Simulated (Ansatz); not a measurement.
`O[SiH2][AlH][SiH3]` + `C[SiH2]O` → `C[SiH2]O[SiH3]` + `O[SiH2][AlH2]`  (cleavage of the Si–Al bond)

Program: Ansatz. Geometries: PBE0-D4/def2-TZVP. ΔE: electronic, gas phase. CBS: MP2 limit from def2 TZ/QZ plus the TZ coupled-cluster correction, frozen cores. This one scheme is used for every species. One conformer a species, not always the lowest.

```tsv
level	ΔE (kJ/mol)
SCS-MP2/def2-TZVPP	-112.7
CCSD/def2-TZVPP	-102.6
```

What does CCSD(T)/CBS give? (Estimate.)

Ansatz gave: -98.7 kJ/mol. The listed levels differ from it by -14.0, -3.9 kJ/mol.

Largest T1 diagnostic among the species: 0.013.

From PBE to PBE0 (25 % exact exchange), in def2-TZVPP and without D4, ΔE moves by −10.5 kJ/mol. In def2-TZVPP, CCSD(T) changes the Hartree–Fock value by +31.8 kJ/mol (the triples alone add +4.5 kJ/mol) and MP2 by +22.7 kJ/mol.
